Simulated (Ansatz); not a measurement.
Cost and result for the atomization energy of C2H10AlNSi (15 atoms, 15 bonds).

Cartesian coordinates in Å:
```
C -1.770 -0.687 -1.238
Si 0.033 -0.143 -1.105
Al 1.545 -1.095 0.585
C 0.186 1.276 0.208
N 0.572 0.526 1.447
H -1.859 -1.528 -1.929
H -2.156 -1.022 -0.271
H -2.410 0.119 -1.605
H 0.435 0.421 -2.429
H 3.070 -0.619 0.499
H 1.175 -2.366 1.484
H 1.041 1.895 -0.072
H -0.664 1.940 0.389
H 1.061 1.106 2.122
H -0.259 0.177 1.915
```

Total charge 0; spin multiplicity 1. The bonds changed during the relaxation, so this is another structure than the one it started from. The geometry is a stationary point of PBE0-D4/def2-TZVP. It is one conformer, not always the lowest. Program: Ansatz. All runs use 4 threads of an Arm Neoverse V1 on a shared host. Times are those of one run each, without the atoms' runs, and a repeat can differ threefold. Electronic energies, without spin–orbit coupling; frozen cores. CCSD(T)/CBS adds CCSD(T) − MP2 in def2-TZVPP to the MP2 limit, and its time is that of the two runs behind it. T1 = 0.011. B3LYP takes the VWN-RPA correlation (the form of Gaussian; ORCA's B3LYP/G).

CCSD(T)/CBS is a level of theory with its own doubt, some kJ/mol a heavy atom from the limit and from the frozen cores, so smaller differences don't rank the functionals.

```csv
level,functions,wall time
PBE-D4/def2-TZVPP (with forces),317,4 s
PBE0-D4/def2-TZVPP,317,5 s
r2SCAN-D4/def2-TZVPP (with forces),317,7.5 s
B3LYP-D4/def2-TZVPP (with forces),317,8.5 s
B2PLYP/def2-TZVPP,317,9 s
ωB97X-V/def2-TZVPP,317,13 s
ωB97M-V/def2-TZVPP (with forces),317,19 s
MP2/def2-QZVPP,611,45 s
CCSD(T)/def2-TZVPP,317,19 min
CCSD(T)/CBS(def2),–,19 min
```

Problem. What atomization energy does each give, and how far from CCSD(T)/CBS? (Best estimate.)

Solution. Ansatz gave: 
| level | atomization (kcal/mol) | difference from CCSD(T)/CBS | per bond |
| --- | --- | --- | --- |
| PBE-D4/def2-TZVPP (with forces) | 1222.3 | 9.1 | 0.6 |
| PBE0-D4/def2-TZVPP | 1211.1 | -2.1 | -0.1 |
| r2SCAN-D4/def2-TZVPP (with forces) | 1212.4 | -0.8 | -0.1 |
| B3LYP-D4/def2-TZVPP (with forces) | 1213.0 | -0.2 | 0.0 |
| B2PLYP/def2-TZVPP | 1196.3 | -16.9 | -1.1 |
| ωB97X-V/def2-TZVPP | 1219.4 | 6.2 | 0.4 |
| ωB97M-V/def2-TZVPP (with forces) | 1216.1 | 2.9 | 0.2 |
| MP2/def2-QZVPP | 1203.0 | -10.2 | -0.7 |
| CCSD(T)/def2-TZVPP | 1182.9 | -30.3 | -2.0 |
| CCSD(T)/CBS(def2) | 1213.2 | 0.0 | 0.0 |

In def2-TZVPP, CCSD(T) changes the Hartree–Fock value by +289.3 kcal/mol (the triples alone add +14.2 kcal/mol) and MP2 by +291.5 kcal/mol; breaking electron pairs costs correlation energy, which Hartree–Fock lacks. From PBE to PBE0 (25 % exact exchange), in def2-TZVPP and without D4, the atomization energy moves by −10.0 kcal/mol: exact exchange takes away binding that semilocal exchange gives to molecules. The D4 term adds +13.0 kcal/mol with B3LYP and +6.9 kcal/mol with PBE0; it sums over pairs of atoms, weighted by their polarisabilities, and B3LYP, whose exchange is more repulsive, gets the larger term.
